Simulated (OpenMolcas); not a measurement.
## How methods differ on C2H5AlN2 (SMILES C#[C][Al]([NH2])[NH2])

C2H5AlN2: 10 atoms, total charge 0, spin state singlet. SMILES: `C#[C][Al]([NH2])[NH2]`. The shape is that of a PBE0-D4/def2-TZVP optimisation.

```xyz
10

C    -2.3681    1.2211    0.8733
C    -1.3459    0.6936    0.4978
Al    0.2657   -0.1380   -0.0942
N     0.2476   -1.8611   -0.4670
N     1.7224    0.8429   -0.2499
H    -3.2691    1.6860    1.2042
H     1.0274   -2.4108   -0.7859
H    -0.5748   -2.4352   -0.3837
H     1.7500    1.8271   -0.0413
H     2.6277    0.5234   -0.5503
```

Quantity: the energy change with the N4–H7 bond stretched from 1.006 to 2.213 Å, in eV. The values are calculated.

| level | kind | program | value (eV) | less CCSD(T)/def2-SVP | CPU time (all runs) |
| --- | --- | --- | --- | --- | --- |
| HF/def2-SVP (restricted) | Hartree–Fock | OpenMolcas | 6.58 | +1.74 | 17 s |
| SVWN5/def2-SVP (restricted) | LDA | OpenMolcas | 5.22 | +0.38 | 44 s |
| revPBE/def2-SVP (restricted) | GGA | OpenMolcas | 5.05 | +0.21 | 64 s |
| M06-L/def2-SVP (restricted) | meta-GGA | OpenMolcas | 5.44 | +0.60 | 74 s |
| TPSS/def2-SVP (restricted) | meta-GGA | OpenMolcas | 5.17 | +0.33 | 82 s |
| B3LYP/def2-SVP (restricted) | global hybrid | OpenMolcas | 5.41 | +0.57 | 52 s |
| BHLYP/def2-SVP (restricted) | global hybrid | OpenMolcas | 6.01 | +1.17 | 47 s |
| B2PLYP/def2-SVP (restricted) | double hybrid | OpenMolcas | 5.44 | +0.60 | 42 s |
| MP2/def2-SVP (restricted) | perturbation theory | OpenMolcas | 5.61 | +0.77 | 17 s |
| CCSD(T)/def2-SVP (Cholesky decomposition) (restricted) | coupled cluster or CI | OpenMolcas | 4.84 | 0.00 | 7.6 min |

Differences are taken from CCSD(T)/def2-SVP (Cholesky decomposition) (restricted) for orientation; it has basis-set and higher-order errors of its own. At this stretch a single reference begins to fail. The first shape isn't each level's own minimum. The values span 4.84 to 6.58 eV. CPU times are rough (shared hosts, several kinds of processor and program).
